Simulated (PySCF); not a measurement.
Level of theory: PBE-D3(BJ)/def2-TZVP // B3LYP-D3(BJ)/def2-TZVP run with PySCF. All species are isolated molecules in the gas phase. One relaxed conformer stands for a flexible species; it need not be the lowest. Excitations are Tamm–Dancoff values on a coarser integration grid. The basis has no diffuse functions, so Rydberg states are missing or too high.

Reference species (SMILES): `C#COC=O` (neutral, multiplicity 1).

```yaml
S1 oscillator strength: 0.000
LUMO: -2.17 eV
T1 excitation (TDA): 4.26 eV
```

Changed species: `c1(cc1O)=O` (C–C–O–H torsion 0°).

What does the change do to the S1 oscillator strength, LUMO and T1 excitation (TDA)?

the S1 oscillator strength is nearly the same; the LUMO rises by 0.81 eV, to -1.36 eV; the T1 excitation (TDA) falls by 0.31 eV, to 3.95 eV.
